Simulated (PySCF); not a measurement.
Vertical excitations of a molecule C4H9N from TDA-PBE/def2-SVPD run with PySCF, as energy in eV (oscillator strength): 4.89 (0.004), 5.71 (0.004), 6.11 (0.047), 6.38 (0.006), 6.72 (0.025), 6.81 (0.031), 6.85 (0.007), 7.17 (0.159), 7.22 (0.015), 7.48 (0.004). Lowest triplet (TDA): 4.38 eV. Geometry: B3LYP-D3(BJ)/def2-SVP. Other conformers were not sampled.

Task: Which structure fits?
A) C=CCCN
B) C=C(C)CN
C) CN1CCC1
D) C/C=C/CN

Result: B, C=C(C)CN
